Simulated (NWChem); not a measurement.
Species: SiH₄SeO; SMILES O[SiH2][SeH]

```xyz
7

Si    -0.4929     1.1183     0.0291
O      0.8006     2.1603     0.0033
Se     0.1080    -1.0820    -0.0790
H     -1.2070     1.4267     1.2936
H     -1.3878     1.2680    -1.1569
H      1.4354     2.0364    -0.7096
H      0.8081    -1.0454     1.2156
```
Atoms are numbered in this order, from 1.

Computed with NWChem. Pople sets run with spherical d functions. Structure relaxed at the PBE0/def2-SVP level. GIAO values for the isolated, static molecule; σ is the absolute isotropic shielding, δ = σ(reference) − σ with the isolated reference molecule computed at the same levels (1H: tetramethylsilane, 17O: water, 29Si: tetramethylsilane). Spin-orbit effects, on the heavy nuclei and on their neighbours, are missing.

```csv
level,δ Si1 (ppm),δ O2 (ppm),σ Se3 (ppm),δ H4 (ppm),δ H5 (ppm),δ H6 (ppm),δ H7 (ppm)
B3LYP/6-31G*,12.5,41.6,2085.3,5.59,5.55,0.61,0.89
B3LYP/6-311G**,[?],[?],[?],5.61,5.53,[?],1.07
Hartree-Fock/6-31G*,-3.1,22.1,2261.1,5.36,5.26,1.14,1.07
```

Q: Complete the blanks.

A: 
- B3LYP/6-311G**, δ Si1 (ppm): -7.6
- B3LYP/6-311G**, δ O2 (ppm): 60.8
- B3LYP/6-311G**, σ Se3 (ppm): 1980.1
- B3LYP/6-311G**, δ H6 (ppm): 0.87
